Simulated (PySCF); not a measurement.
## Peak assignment

Molfile (atoms numbered from 1):
```
C6H9NSi
     RDKit          3D

 17 16  0  0  0  0  0  0  0  0999 V2000
   -3.6788    2.0098   -0.2265 C   0  0  0  0  0  0  0  0  0  0  0  0
   -3.2304    0.8989   -0.1365 C   0  0  0  0  0  0  0  0  0  0  0  0
   -2.5747   -0.8279    0.0037 Si  0  0  0  0  0  4  0  0  0  0  0  0
   -0.8741   -0.6214   -0.0355 N   0  0  0  0  0  0  0  0  0  0  0  0
    0.0588   -1.0508   -0.7644 C   0  0  0  0  0  0  0  0  0  0  0  0
    1.4465   -0.6950   -0.5422 C   0  0  0  0  0  0  0  0  0  0  0  0
    1.8314    0.1386    0.4269 C   0  0  0  0  0  0  0  0  0  0  0  0
    3.2336    0.5395    0.7013 C   0  0  0  0  0  0  0  0  0  0  0  0
   -4.0663    2.9855   -0.3037 H   0  0  0  0  0  0  0  0  0  0  0  0
   -2.8385   -1.3841    1.3328 H   0  0  0  0  0  0  0  0  0  0  0  0
   -3.2049   -1.6334   -1.0559 H   0  0  0  0  0  0  0  0  0  0  0  0
   -0.1155   -1.7258   -1.6150 H   0  0  0  0  0  0  0  0  0  0  0  0
    2.1729   -1.1401   -1.2095 H   0  0  0  0  0  0  0  0  0  0  0  0
    1.0684    0.5626    1.0663 H   0  0  0  0  0  0  0  0  0  0  0  0
    3.3366    1.6197    0.6000 H   0  0  0  0  0  0  0  0  0  0  0  0
    3.9279    0.0516    0.0214 H   0  0  0  0  0  0  0  0  0  0  0  0
    3.5002    0.2843    1.7268 H   0  0  0  0  0  0  0  0  0  0  0  0
  1  2  3  0
  2  3  1  0
  3  4  1  0
  4  5  2  0
  5  6  1  0
  6  7  2  0
  7  8  1  0
  1  9  1  0
  3 10  1  0
  3 11  1  0
  5 12  1  0
  6 13  1  0
  7 14  1  0
  8 15  1  0
  8 16  1  0
  8 17  1  0
M  END
```

Calculated, not measured (PySCF): shieldings: GIAO PBE0/pcSseg-1, coordinates at the GFN2-xTB level. Fast rotation and ring inversion assumed for equivalent nuclei, one computed conformer, in vacuum, non-relativistic.

δ = σ(ref) − σ, references computed at the same level: $^{13}$C (σ = 186.93 ppm), $^{1}$H (σ = 31.72 ppm) against TMS.

**Question.** Assign these signals to the numbered atoms. $^{13}$C{$^{1}$H} NMR (computed): δ 171.3 (CH), 151.2 (CH), 135.0 (CH), 101.6 (CH), 88.2 (C), 22.8 (CH3).

**Answer.** 
171.3 → C5, C=N carbon
151.2 → C7, alkene CH: an sp2 carbon of a C=C bond
135.0 → C6, alkene CH
101.6 → C1, terminal alkyne carbon: sp carbons lie upfield of alkene carbons because the cylindrical π system leaves one tensor component strongly shielded
88.2 → C2, alkyne carbon: the triple bond shields along its axis, which puts it between sp3 and sp2 carbons
22.8 → C8, allylic methyl carbon: aliphatic region, no heteroatom directly attached

**Question.** Assign these signals to the numbered atoms. $^{1}$H NMR (400 MHz, computed): δ 8.62 (d, 1H), 7.77 (m, 1H), 6.33 (m, 1H), 5.32 (d, 2H), 2.13 (d, 3H), 1.86 (t, 1H).

**Answer.** 
8.62 → H12, hydrogen on a C=N carbon
7.77 → H14, hydrogen on an alkene CH: attached to an sp2 carbon and in the plane of the double bond
6.33 → H13, hydrogen on an alkene CH
5.32 → H10/H11, hydrogen on a silicon bonded to C, N
2.13 → H15/H16/H17, hydrogen on an allylic methyl carbon: allylic position
1.86 → H9, hydrogen on a terminal alkyne carbon: it lies on the axis of the triple bond, in its shielding cone

Shifts are as computed. Against solution values, carbons near 30 ppm lie about +3 ppm off and those near 130 ppm about +5 ppm. Of 1313 compounds with measured shifts, 239 miss one by over three times the rms of a fit or turn the order of signals round; such compounds aren't used in these exercises. Multiplicities follow the n + 1 count of equivalent neighbours, as no J values were calculated; m marks all less simple cases, F and P coupling included.
